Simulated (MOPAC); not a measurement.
Job for MOPAC: AM1 on HIOSn (SMILES [OH][Sn][I]), a point of a torsion scan.

```
AM1 1SCF PRECISE CHARGE=0 THREADS=1
HIOSn

O     -1.14409533 1    -0.03791174 1     0.05145699 1
Sn     0.39260265 1     1.20252975 1    -0.03338442 1
I      2.56221019 1    -0.47487822 1     0.00333250 1
H     -1.81598345 1    -0.70208395 1    -0.06348606 1
```

It printed:

```
*******************************************************************************
 **                                                                           **
 **                              MOPAC v23.2.5                                **
 **                                                                           **
 *******************************************************************************
 ** MOPAC's Digital Object Identifier: https://doi.org/10.5281/zenodo.6511958 **
 **                                                                           **
 ** Please cite the open-source release paper for use of this MOPAC version:  **
 ** J. E. Moussa and J. J. P. Stewart (2026)                                  **
 ** MOPAC: An open-source semiempirical molecular orbital program             **
 ** J. Open Source Softw., 11(119), 8025, https://doi.org/10.21105/joss.08025 **
 *******************************************************************************

                              AM1 CALCULATION RESULTS

 *******************************************************************************
 *  AM1        - The AM1 Hamiltonian to be used
 *
 *
 *
 *                 CHARGE ON SYSTEM = 0
 *
 *
 *
 *  PRECISE    - TIGHTER CRITERIA TO BE USED
 *  1SCF       - DO 1 SCF AND THEN STOP
 *  THREADS=1  - MULTI-THREADING NOT USED
 *  T=         - A TIME OF 172800.0 SECONDS REQUESTED
 *  DUMP=N     - RESTART FILE WRITTEN EVERY 7200.0 SECONDS REQUESTED
 *******************************************************************************
AM1 1SCF PRECISE CHARGE=0 THREADS=1
 HIOSn

   ATOM   CHEMICAL          X               Y               Z
  NUMBER   SYMBOL      (ANGSTROMS)     (ANGSTROMS)     (ANGSTROMS)

     1       O         -1.14409533  *  -0.03791174  *   0.05145699  *
     2      Sn          0.39260265  *   1.20252975  *  -0.03338442  *
     3       I          2.56221019  *  -0.47487822  *   0.00333250  *
     4       H         -1.81598345  *  -0.70208395  *  -0.06348606  *



          CARTESIAN COORDINATES

    NO.       ATOM           X           Y           Z

     1         O         -1.1441     -0.0379      0.0515
     2        Sn          0.3926      1.2025     -0.0334
     3         I          2.5622     -0.4749      0.0033
     4         H         -1.8160     -0.7021     -0.0635

  H: (AM1): M.J.S. DEWAR ET AL, J. AM. CHEM. SOC. 107 3902-3909 (1985)
  O: (AM1): M.J.S. DEWAR ET AL, J. AM. CHEM. SOC. 107 3902-3909 (1985)
 Sn: (AM1): J. J. P. STEWART, J. MOL. MOD., 10, 155-164 (2004)
  I: (AM1): M.J.S. DEWAR AND E. G. ZOEBISCH, THEOCHEM, 180, 1 (1988).

           Empirical Formula: H O Sn I  =     4 atoms



      MOLECULAR POINT GROUP   :   C1


      RHF CALCULATION, NO. OF DOUBLY OCCUPIED LEVELS = 9


 -------------------------------------------------------------------------------
 AM1 1SCF PRECISE CHARGE=0 THREADS=1
 HIOSn



     1SCF WAS SPECIFIED, SO BFGS WAS NOT USED
     SCF FIELD WAS ACHIEVED


                              AM1 CALCULATION
                                                       MOPAC v23.2.5 Linux




          FINAL HEAT OF FORMATION =        -37.10724 KCAL/MOL =    -155.25668 KJ/MOL


          COSMO AREA              =        125.79 SQUARE ANGSTROMS
          COSMO VOLUME            =        117.95 CUBIC ANGSTROMS

          IONIZATION POTENTIAL    =          8.306758 EV
          HOMO LUMO ENERGIES (EV) =         -8.307 -0.815
          NO. OF FILLED LEVELS    =          9
          MOLECULAR WEIGHT        =        262.6018         POINT GROUP:  C1

          MOLECULAR DIMENSIONS (Angstroms)

            Atom       Atom       Distance
            H     4    I     3     4.38459
            I     3   Sn     2     1.78760
           Sn     2    O     1     0.10594


          SCF CALCULATIONS        =          1





   ATOM   CHEMICAL          X               Y               Z
  NUMBER   SYMBOL      (ANGSTROMS)     (ANGSTROMS)     (ANGSTROMS)

     1       O         -1.14409533  *  -0.03791174  *   0.05145699  *
     2      Sn          0.39260265  *   1.20252975  *  -0.03338442  *
     3       I          2.56221019  *  -0.47487822  *   0.00333250  *
     4       H         -1.81598345  *  -0.70208395  *  -0.06348606  *

                             CARTESIAN COORDINATES

   1    O       -1.144095330    -0.037911740     0.051456990
   2   Sn        0.392602650     1.202529750    -0.033384420
   3    I        2.562210190    -0.474878220     0.003332500
   4    H       -1.815983450    -0.702083950    -0.063486060


           Empirical Formula: H O Sn I  =     4 atoms



      MOLECULAR POINT GROUP   :   C1


                  EIGENVALUES
 -34.56169 -27.42396 -17.50156 -12.78521 -11.76475 -11.55266  -8.92230  -8.92083
  -8.30676  -0.81459   0.16709   0.39174   6.93156


              NET ATOMIC CHARGES AND DIPOLE CONTRIBUTIONS

  ATOM NO.   TYPE          CHARGE      No. of ELECS.   s-Pop       p-Pop
    1          O          -0.826526        6.8265     1.79892     5.02761
    2         Sn           1.026810        2.9732     1.94279     1.03040
    3          I          -0.447123        7.4471     1.97477     5.47236
    4          H           0.246838        0.7532     0.75316
 DIPOLE           X         Y         Z       TOTAL
 POINT-CHG.    -1.177     6.269    -0.451     6.394
 HYBRID        -2.044    -2.665     0.026     3.358
 SUM           -3.221     3.604    -0.425     4.853


          ATOMIC ORBITAL ELECTRON POPULATIONS

     Atom    s        px        py        pz
    1  O   1.79892   1.57664   1.60972   1.84124
    2 Sn   1.94279   0.35619   0.44024   0.23397
    3  I   1.97477   1.70442   1.85507   1.91286
    4  H   0.75316

 **********************
 *                    *
 * JOB ENDED NORMALLY *
 *                    *
 **********************




 == MOPAC DONE ==
```

The run finished.

Cost: roughly 0.04 core-seconds.
